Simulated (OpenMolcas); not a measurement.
Computed transition rates of Tm3+

```json
{
 "Program": "OpenMolcas 26.06",
 "Method": "CASSCF",
 "Basis": "ANO-RCC-VTZP [8s7p5d3f2g1h]",
 "Scalar Hamiltonian": "DKH2, point nucleus",
 "Active space": "12 electrons in 7 orbitals (4f)",
 "State averaging": "2S+1 = 3 even, 21 roots; 2S+1 = 1 even, 28 roots (27 in the spin-orbit step)",
 "Spin-orbit coupling": "RASSI with atomic mean-field integrals over the reference wave functions, term energies averaged over their components"
}
```

Rates come from the transition moments of the reference wave functions (E1 and E2 in the length form). At fixed line strength A goes as λ^-3 for E1 and M1 and as λ^-5 for E2, so a rate at the computed wavelength can be rescaled to the measured one. Measured vacuum wavelengths follow from level energies in the list in Tchang-Brillet, Wyart, Meftah and Ait Mammar, Atoms 6, 52 (2018). Branching counts decays inside the model space alone, at computed energies, and the table is only a selection of the E2 and M1 lines, drawn from those between levels with measured partners whose computed energy lies within a factor of 1.5 of the measured one.

| Upper | Lower | Type | λ computed (nm) | λ measured (nm) | A computed (s-1) | A rescaled (s-1) | Branching % |
| --- | --- | --- | --- | --- | --- | --- | --- |
| 4f12 1G4 [58 %] | 4f12 3H5 | M1 | 733 | 771.8 | 2.39e+01 |  | 74.5 |
| 4f12 3P2 [73 %] | 4f12 3F3 | M1 | 332.2 | 414.6 | 1.60e+01 |  | 49.8 |
| 4f12 3H5 | 4f12 3H6 | M1 | 1204 | 1217 | 1.52e+01 | 1.47e+01 | 99.9 |
| 4f12 1I6 | 4f12 3H6 | M1 | 241.1 | 283.1 | 1.41e+01 |  | 72.9 |
| 4f12 1G4 [58 %] | 4f12 3H4 [59 %] | M1 | 1157 | 1159 | 6.34e+00 |  | 19.8 |
| 4f12 1I6 | 4f12 3H5 | M1 | 301.5 | 368.8 | 5.19e+00 |  | 26.8 |
| 4f12 3H4 [59 %] | 4f12 3H5 | M1 | 2001 | 2309 | 2.38e+00 | 1.55e+00 | 38.6 |
| 4f12 1G4 [58 %] | 4f12 3F3 | M1 | 1778 | 1478 | 4.60e-01 |  | 1.4 |
| 4f12 3P2 [73 %] | 4f12 3H4 [59 %] | E2 | 301.9 | 384.8 | 2.66e-01 | 7.91e-02 | 0.8 |

Spin-changing lines and M1 lines between different terms are not rescaled, since their strength hangs on the term gaps too.

The largest correction is for 4f12 3P2 [73 %] → 4f12 3H4 [59 %] (E2): 2.66e-01 × (301.9 / 384.8)^5 = 7.91e-02 s-1, a factor of 0.30.

The computed rate and branching of 4f12 3H5 → 4f12 3H6 give the upper level a radiative lifetime of 0.999 / 1.52e+01 s-1 = 6.57e-02 s, counting decays inside the model space alone. The rescaled rate gives about 6.8e-02 s.

These are rates of the free ion; in crystals, glasses and complexes forced electric-dipole and non-radiative decay shorten such lifetimes by orders of magnitude. No measured rate stands beside these. Rescaling mends the energy factor alone: line strengths can still be far off where a level mixes with configurations outside the active space, and weak or spin-changing lines hang on small mixing coefficients that depend on the term gaps too, so rescaling need not improve them.

Some high roots are left out of the spin-orbit mixing, which shifts the levels that they would mix with. Without dynamic correlation excited terms often stand tens of per cent too high (terms of higher spin than the ground term too low), and those without a measured partner can miss by more than the paired ones. Measured partners are found by configuration, term and J. A level has none where our copy of the source lacks it or the pairing is in doubt (some pairs that miss far off the trend of their configuration count as doubtful). Only configurations of the active space appear.

A share in square brackets marks a mixed level and gives the weight of the term that names it.
